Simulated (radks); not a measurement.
Values are calculated unless marked as measured or tabulated.
Task: These are the eigenvalues of the occupied orbitals of an atom or ion with whole-number occupations (eV). Level of theory: scalar-relativistic Kohn-Sham, r2SCAN, spin-polarised, spherical densities, finite nucleus; meta-GGA in the generalised Kohn-Sham scheme; Fermi nuclear charge, rms radius of each element as measured or else 0.836 A^(1/3) + 0.57 fm (a radial shooting solver on a logarithmic mesh with Libxc functionals).

| orbital | eigenvalue |
|---|---|
| 1s up | -4706.959 |
| 1s down | -4700.606 |
| 2s up | -989.7630 |
| 2s down | -977.8245 |
| 2p up | -934.1350 |

Which element is it, and in what charge state? The configuration may be excited. Open shells, if any, are filled with parallel spins first.

Result: Z = 20, calcium, charge +15: Ca15+ in [He] 2s2 2p1. The list shows which subshells hold electrons but not how many an open one holds; the 1s level, -172.98 hartree, gives Z - s = 18.6 by -(Z - s)^2/2, which with screening and relativity narrows Z to a few neighbours, and the depths of the outer levels then fix element, charge and occupations together.
